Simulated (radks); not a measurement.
Task: The mean radii <r> (bohr) of the occupied orbitals of an atom or ion are listed with their occupations. All-electron calculation, Dirac Kohn-Sham, BLYP, spin-unpolarised, spherical densities, point nucleus. Program: a radial shooting solver on a logarithmic mesh with Libxc functionals.

orbital  occ.      <r>
1s1/2       2  0.05619
2s1/2       2   0.2553
2p1/2       2   0.2228
2p3/2       4   0.2259
3s1/2       2   0.7769
3p1/2       2   0.8154
3p3/2       4   0.8256
4s1/2       1    3.101
3d3/2       4    1.182
3d5/2       4    1.195

Name the element and its charge. Open shells, if any, fill j = l - 1/2 first.

Result: Z = 27, cobalt, charge 0: Co in [Ar] 3d8 4s1. The 1s radius gives Z: for a bare nucleus <r> = (2 gamma + 1)/(2Z) with gamma = sqrt(1 - (Z/c)^2), 0.05483 bohr for Z = 27, and screening makes it slightly larger (0.05619 here). The occupations add up to 27, and the charge is Z minus that.
